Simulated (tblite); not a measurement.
C4H6F2S.
SMILES with atom numbers: `[CH2:1]=[C:2]([S:3][CH3:4])[CH:5]([F:6])[F:7]` (hydrogens: H8, H9 on C1; H10, H11, H12 on C4; H13 on C5)

Computed with GFN2-xTB (tblite), gas phase: Langevin dynamics at 400 K from the optimised GFN2-xTB geometry, time step 0.5 fs, friction 0.01 fs⁻¹, 2000 steps. The instantaneous temperature is 2·E(kin)/(3Nk) with all 3N coordinates.

| t (fs) | T (K) | E(pot) above start (eV) | C1=C2 (Å) | C2–S3 (Å) | S3–C4 (Å) | C2–C5 (Å) | C5–F6 (Å) | C1–H8 (Å) | C1–C2–S3–C4 (°) |
| --- | --- | --- | --- | --- | --- | --- | --- | --- | --- |
| 0 | 333 | 0.000 | 1.327 | 1.758 | 1.813 | 1.507 | 1.358 | 1.076 | 1 |
| 25 | 297 | 0.363 | 1.306 | 1.788 | 1.833 | 1.531 | 1.379 | 1.071 | -7 |
| 50 | 314 | 0.388 | 1.325 | 1.671 | 1.788 | 1.589 | 1.334 | 1.112 | -12 |
| 75 | 340 | 0.361 | 1.347 | 1.807 | 1.823 | 1.547 | 1.331 | 1.039 | 21 |
| 100 | 340 | 0.541 | 1.342 | 1.736 | 1.828 | 1.512 | 1.383 | 1.122 | 29 |
| 125 | 431 | 0.395 | 1.308 | 1.749 | 1.835 | 1.545 | 1.339 | 1.147 | 22 |
| 150 | 350 | 0.581 | 1.332 | 1.779 | 1.774 | 1.482 | 1.360 | 0.994 | 6 |
| 175 | 340 | 0.716 | 1.339 | 1.761 | 1.874 | 1.458 | 1.351 | 1.130 | 0 |
| 200 | 466 | 0.564 | 1.332 | 1.829 | 1.780 | 1.499 | 1.360 | 1.138 | 33 |
| 225 | 379 | 0.668 | 1.291 | 1.735 | 1.872 | 1.569 | 1.378 | 1.007 | 40 |
| 250 | 497 | 0.534 | 1.339 | 1.842 | 1.827 | 1.516 | 1.369 | 1.095 | 30 |
| 275 | 364 | 0.750 | 1.388 | 1.709 | 1.797 | 1.445 | 1.408 | 1.146 | 27 |
| 300 | 450 | 0.463 | 1.354 | 1.797 | 1.841 | 1.484 | 1.402 | 1.024 | 12 |
| 325 | 365 | 0.519 | 1.313 | 1.747 | 1.782 | 1.526 | 1.312 | 1.067 | -6 |
| 350 | 344 | 0.462 | 1.331 | 1.773 | 1.869 | 1.536 | 1.341 | 1.123 | 4 |
| 375 | 390 | 0.657 | 1.376 | 1.724 | 1.791 | 1.488 | 1.387 | 1.044 | 8 |
| 400 | 423 | 0.551 | 1.341 | 1.776 | 1.835 | 1.476 | 1.400 | 1.068 | 9 |
| 425 | 375 | 0.624 | 1.296 | 1.859 | 1.789 | 1.495 | 1.367 | 1.085 | 4 |
| 450 | 446 | 0.343 | 1.335 | 1.740 | 1.838 | 1.486 | 1.321 | 1.092 | -1 |
| 475 | 237 | 0.473 | 1.364 | 1.762 | 1.792 | 1.569 | 1.340 | 1.097 | -18 |
| 500 | 376 | 0.517 | 1.310 | 1.704 | 1.820 | 1.542 | 1.355 | 1.042 | -2 |
| 525 | 578 | 0.425 | 1.330 | 1.809 | 1.811 | 1.523 | 1.367 | 1.101 | -17 |
| 550 | 336 | 0.626 | 1.356 | 1.735 | 1.827 | 1.500 | 1.408 | 1.135 | -32 |
| 575 | 385 | 0.566 | 1.347 | 1.835 | 1.784 | 1.489 | 1.373 | 1.033 | -18 |
| 600 | 475 | 0.496 | 1.300 | 1.774 | 1.878 | 1.470 | 1.306 | 1.069 | -14 |
| 625 | 452 | 0.491 | 1.305 | 1.776 | 1.776 | 1.543 | 1.339 | 1.136 | -1 |
| 650 | 508 | 0.451 | 1.338 | 1.803 | 1.880 | 1.522 | 1.405 | 1.073 | 4 |
| 675 | 280 | 0.553 | 1.357 | 1.723 | 1.756 | 1.447 | 1.379 | 1.046 | -13 |
| 700 | 471 | 0.500 | 1.347 | 1.761 | 1.929 | 1.540 | 1.366 | 1.108 | -34 |
| 725 | 401 | 0.644 | 1.322 | 1.827 | 1.779 | 1.622 | 1.368 | 1.062 | -26 |
| 750 | 329 | 0.668 | 1.301 | 1.790 | 1.858 | 1.417 | 1.348 | 1.033 | -27 |
| 775 | 350 | 0.618 | 1.302 | 1.771 | 1.777 | 1.506 | 1.411 | 1.149 | -33 |
| 800 | 465 | 0.517 | 1.366 | 1.724 | 1.835 | 1.541 | 1.340 | 1.101 | -31 |
| 825 | 375 | 0.594 | 1.385 | 1.813 | 1.812 | 1.473 | 1.362 | 1.055 | -37 |
| 850 | 404 | 0.523 | 1.330 | 1.752 | 1.821 | 1.506 | 1.363 | 1.076 | -28 |
| 875 | 415 | 0.426 | 1.317 | 1.787 | 1.842 | 1.573 | 1.383 | 1.068 | -26 |
| 900 | 354 | 0.366 | 1.316 | 1.773 | 1.781 | 1.504 | 1.368 | 1.094 | -3 |
| 925 | 325 | 0.728 | 1.346 | 1.723 | 1.848 | 1.535 | 1.332 | 1.086 | -18 |
| 950 | 306 | 0.847 | 1.344 | 1.780 | 1.792 | 1.617 | 1.293 | 1.007 | -11 |
| 975 | 449 | 0.658 | 1.290 | 1.814 | 1.814 | 1.573 | 1.389 | 1.129 | -15 |
| 1000 | 441 | 0.786 | 1.288 | 1.781 | 1.831 | 1.516 | 1.409 | 1.159 | -9 |

**Question.** From 500 fs on, how do temperature and potential energy compare with equipartition?

**Answer.** The mean temperature of these 21 frames is 404 K against the target 400 K, and the mean potential energy 0.57 eV against 33 × kT/2 = 0.57 eV for 33 classical harmonic modes. For 13 atoms in a canonical ensemble the temperature itself scatters by T·√(2/(3N)) = 91 K; here its standard deviation is 72 K. The whole run lasts only 10 friction times of 100 fs, so these averages carry a wide statistical error.

**Question.** What are the kinetic and total energies of the listed frame with the highest potential energy?

**Answer.** The one at 950 fs, 0.847 eV above the start. Its kinetic energy is 3NkT/2 = 0.514 eV at 306 K, so the sum is 1.36 eV; over the listed frames the sum runs from 0.56 to 1.53 eV, since the thermostat adds and removes energy.

**Question.** How much do the listed bonds fluctuate from 500 fs on?

**Answer.** 
| bond | at the start (Å) | mean (Å) | standard deviation (Å) |
| --- | --- | --- | --- |
| C1=C2 | 1.327 | 1.328 | 0.026 |
| C2–S3 | 1.758 | 1.774 | 0.036 |
| S3–C4 | 1.813 | 1.821 | 0.041 |
| C2–C5 | 1.507 | 1.522 | 0.049 |
| C5–F6 | 1.358 | 1.365 | 0.031 |
| C1–H8 | 1.076 | 1.084 | 0.041 |

The motion is classical and holds no zero-point motion.

The cost below is that of the whole dynamics run. On an Arm Neoverse V1 with one thread, no GPU, shared host, this took 10 s and 0.18 GiB of memory at its peak.
